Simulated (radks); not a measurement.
All-electron atom: Rh+ in [Ar] 3d10 4s2 4p5 4d9 (not the ground configuration). Method: scalar-relativistic Kohn-Sham, LDA (Slater exchange, Perdew-Wang correlation), spin-polarised, spherical densities, point nucleus; open shells are filled with parallel spins first (spin-orbit coupling, left out, can overturn this in heavy ions); computed with a radial shooting solver on a logarithmic mesh with Libxc functionals.

Local quantities along the radius. ELF = 1/(1 + alpha^2) is the electron localisation function; alpha = (tau - tau_W)/tau_unif compares the Pauli kinetic energy density with that of the uniform gas (summed over spins). tau is taken from the large components.

```
   r/bohr * ELF (the largest magnitude, 0.999, reaches the edge; | marks zero)
   0.0025 |                                                      *
 0.003281 |                                                      *
 0.004307 |                                                      *
 0.005608 |                                                      *
 0.007361 |                                                      *
 0.009662 |                                                      *
  0.01268 |                                                      *
  0.01651 |                                                     *
  0.02168 |                                                   *
  0.02845 |                                          *
  0.03735 |                         *
  0.04863 |                *
  0.06383 |                       *
  0.08378 |                                     *
     0.11 |                                         *
   0.1432 |                              *
    0.188 |                *
   0.2467 |                          *
   0.3238 |                                        *
   0.4217 |                                       *
   0.5535 |                *
   0.7265 |              *
   0.9536 |                                     *
    1.242 |                                     *
     1.63 |                         *
    2.139 |            *
    2.808 |    *
    3.656 |*
    4.799 *
```

On this mesh the ELF has minima near r = 0.049, 0.19, 0.63 bohr, which separate the shells, and maxima near 0.11 (0.76), 0.37 (0.77), 1.1 (0.73).
